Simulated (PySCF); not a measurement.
Predicted microwave data (PBE0/def2-SVPD in PySCF (dipole) on a GFN2-xTB geometry, gas phase) for one isomer of C6H6OP2:

- Rotational constants: A = 1911, B = 1014, C = 665.1 MHz
- Dipole components: |μa| = 1.22 D, |μb| = 0.37 D, |μc| = 0.00 D
- Inertial defect: -3.08 u·Å²
- κ: -0.44

**Question.** Which candidate fits, each taken in the one conformer that was computed?
A. `[CH2:1]=[CH:2]/[P:3]=[P:4]/[c:5]1[cH:6][cH:7][cH:8][o:9]1` with C1–C2–P3–P4 180°, P3–P4–C5–C6 0°
B. `[CH3:1][C:2](=[O:3])[c:4]1[cH:5][cH:6][p:7][cH:8][p:9]1` with C1–C2–C4–C5 1°
C. `[CH3:1][c:2]1[p:3][cH:4][p:5][cH:6][c:7]1[CH:8]=[O:9]` with C6–C7–C8–O9 180°

**Answer.** C. It is Cc1pcpcc1C=O, an asymmetric top, point group Cs. The candidates at the same level (rigid rotor, commonest isotopes):

| SMILES | A (MHz) | B (MHz) | C (MHz) | μa (D) | μb (D) | μc (D) | Δ (u·Å²) | point group | rotor |
| --- | --- | --- | --- | --- | --- | --- | --- | --- | --- |
| Cc1pcpcc1C=O | 1911 | 1014 | 665.1 | 1.22 | 0.37 | 0.00 | -3.08 | Cs | asymmetric top |
| C=C/P=P/c1ccco1 | 4855 | 558.4 | 500.8 | 0.64 | 0.90 | 0.00 | 0.00 | Cs | near-prolate asymmetric top |
| CC(=O)c1ccpcp1 | 2517 | 854.8 | 640.6 | 0.71 | 3.28 | 0.00 | -3.17 | Cs | asymmetric top |

`CC(=O)c1ccpcp1` has A 32 % too high; `C=C/P=P/c1ccco1` has A 154 % too high. In the right answer the mirror of this Cs structure is the ab plane, so μc vanishes by symmetry (the 0.01 D computed is a residue). No structure here is proved a minimum.
